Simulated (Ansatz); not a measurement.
Born–Oppenheimer molecular dynamics of CH$_{7}$ClGe (10 atoms, charge 0, multiplicity 1). It starts at the highest image of a converged band, a first-order saddle point between two minima.

Theory: RKS PBE-D4/def2-mTZVP (Ansatz 0.2.0).

```
ensemble                      : NVE (velocity Verlet)
time step                     : 0.5 fs
steps asked                   : 200
starting velocities drawn for : 300 K
seed                          : 6025
```

First frame:

```xyz
10
Properties=species:S:1:pos:R:3
Ge 0.152 -0.130 -0.297
H -0.545 -0.199 1.438
H 1.577 0.120 -0.840
C -0.841 1.569 -0.430
H -1.891 1.450 -0.135
H -0.377 2.337 0.203
H -0.795 1.917 -1.474
H -0.605 -1.342 -0.869
Cl 1.559 -1.722 1.392
H 0.136 -0.775 1.635
```

How far do the bonds stretch over the last three quarters of this one trajectory? (Pairs bonded in most of those frames.)


```csv
bond,mean (Å),spread (Å),shortest,longest
Ge1–H3,1.561,0.040,1.49,1.62
Ge1–C4,1.992,0.023,1.94,2.04
Ge1–H8,1.558,0.028,1.51,1.61
Ge1–Cl9,2.271,0.230,1.95,2.68
H2–H10,0.752,0.009,0.74,0.77
C4–H5,1.100,0.018,1.07,1.13
C4–H6,1.102,0.032,1.05,1.15
C4–H7,1.103,0.011,1.08,1.12
```

Mean temperature of the second half: 1756 K. The conserved energy stayed within 0.16 meV per atom of its start (net change 0.11 meV per atom), so the integration is sound. The kinetic energy rose, since the run started high on the potential surface and went downhill. It ends in pieces (CH5ClGe + H2), so much of that is their flight and rotation, not heat. A run of 0.1 ps of so small a system gives no equilibrium averages. The orbitals stay closed-shell, which can raise the energy where a bond breaks towards radicals; this wasn't checked here.

Run time: 5.6 min on 2 threads of Arm Neoverse V1 (shared host), peak memory 0.18 GiB.
